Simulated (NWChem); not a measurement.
Species: HTeSeI; SMILES [SeH][Te]I

```xyz
4

Te     0.9694    -0.4745     0.0047
I     -0.3766     1.9042     0.0061
Se    -0.8649    -2.1764     0.0257
H     -1.0409    -2.2569    -1.4379
```
Atoms are numbered in this order, from 1.

All runs: NWChem. Geometry: optimised at PBE0/def2-SVP. Not confirmed as a minimum by frequencies. def2 effective core potentials on Te, I; no spin-orbit coupling. Ions are spin-unrestricted doublets at the neutral geometry; other ion states weren't tried.

For level PBE0/def2-SVP:

```
Property                               Result
-------------------------------------  ------
vertical ionisation energy, ΔSCF (eV)    8.39
−ε(HOMO) (eV)                            6.46
```

**Question.** How do the values read with level PBE/def2-SVP instead?

**Answer.** The vertical ionisation energy, ΔSCF (eV) is 8.09 and the −ε(HOMO) (eV) is 5.34.
